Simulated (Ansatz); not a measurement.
Total energies of `C=C=C1O[SiH2]1`.

Cartesian coordinates in Å:
```
C 1.193 -1.564 1.186
C 0.441 -0.749 0.504
C -0.259 0.101 -0.166
O -1.552 0.010 -0.758
Si -0.878 1.529 -1.020
H 1.898 -2.231 0.696
H 1.136 -1.615 2.270
H -1.498 2.666 -0.308
H -0.481 1.852 -2.405
```

Charge 0, multiplicity 1. All single points use the PBE0-D4/def2-TZVP geometry. Basis def2-TZVPP, Ansatz.

RPA on PBE orbitals: Hartree–Fock energy of these orbitals -479.64911 Eh, correlation -1.31916 Eh (frozen core).

```
             functional  energy without D4 (Eh)  D4 term (kJ/mol)
            LDA (SPW92)              -478.66194                 –
                    PBE              -481.05651             -17.2
                 revPBE              -481.32227             -54.3
                   BLYP              -481.38151             -38.2
                 r2SCAN              -481.30080              -4.2
                 B97M-V              -481.34217                 –
                   PBE0              -481.08452             -14.5
                  B3LYP              -481.45789             -27.8
                r2SCANh              -481.28575              -4.5
                r2SCAN0              -481.26450              -5.0
HSE06 (plane-wave form)              -481.06839             -13.5
                  BHLYP              -481.31721             -20.8
              CAM-B3LYP              -481.34580             -14.7
                LC-ωPBE              -481.19801                 –
                ωB97X-V              -481.31991                 –
                ωB97M-V              -481.34031                 –
                 B2PLYP              -481.15999                 –
               PBE-QIDH              -480.96143                 –
```

B3LYP takes the VWN-RPA correlation (the form of Gaussian; ORCA's B3LYP/G). HSE06 is the plane-wave form, built on full-range PBE exchange. The double hybrids freeze the cores in their second-order part.

LC-ωPBE has ω = 0.4 bohr⁻¹.
